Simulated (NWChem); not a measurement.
# Si₂H₄O₂; SMILES O1[SiH2]O[SiH2]1

```xyz
8

O      1.1956     0.0000     0.0000
Si     0.0000     1.2053     0.0000
O     -1.1956     0.0000     0.0000
Si     0.0000    -1.2053     0.0000
H      0.0000     2.0463    -1.2254
H      0.0000     2.0463     1.2254
H      0.0000    -2.0463     1.2254
H      0.0000    -2.0463    -1.2254
```
Atoms are numbered in this order, from 1.

All runs use the structure optimised with PBE0/def2-SVP.

Symmetry labels are those of D2h in the frame above (b1 and b2, or b-type labels, depend on it).

Problem. List the 6 lowest vertical singlet excitations from PBE/6-31+G* (spherical d), full TDDFT (NWChem).

Solution. 
```
state  energy (eV)  oscillator strength  symmetry  leading excitation (squared amplitude)
-----  -----------  -------------------  --------  --------------------------------------
S1            5.57                0.000       b2g                      HOMO → LUMO (1.00)
S2            6.00                0.000        ag                    HOMO−1 → LUMO (1.00)
S3            6.07                0.008       b1u                    HOMO−2 → LUMO (1.00)
S4            6.76                0.012       b1u                    HOMO → LUMO+1 (1.00)
S5            7.08                0.000        au                    HOMO → LUMO+2 (0.83)
S6            7.22                0.028       b3u                  HOMO−1 → LUMO+1 (0.96)
```
